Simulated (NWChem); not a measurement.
Species: arsine (AsH$_{3}$); SMILES [AsH3]

```xyz
4

As     0.0057    -0.0041     0.0518
H     -1.2909     0.4125    -0.6264
H      0.8255     0.9358    -0.8195
H      0.2031    -1.1602    -0.9173
```
Atoms are numbered in this order, from 1.

The geometry was optimised at PBE0-D3(BJ)/def2-TZVP.

### Question
List the 4 lowest vertical singlet excitations from Hartree-Fock/def2-TZVPD, CIS (NWChem).

### Answer
```
state  energy (eV)  oscillator strength  leading excitation (squared amplitude)
-----  -----------  -------------------  --------------------------------------
S1            7.32                0.196                      HOMO → LUMO (0.95)
S2            7.47                0.130                    HOMO → LUMO+1 (0.88)
S3            7.47                0.130                    HOMO → LUMO+2 (0.88)
S4            9.66                0.030                    HOMO → LUMO+3 (0.86)
```
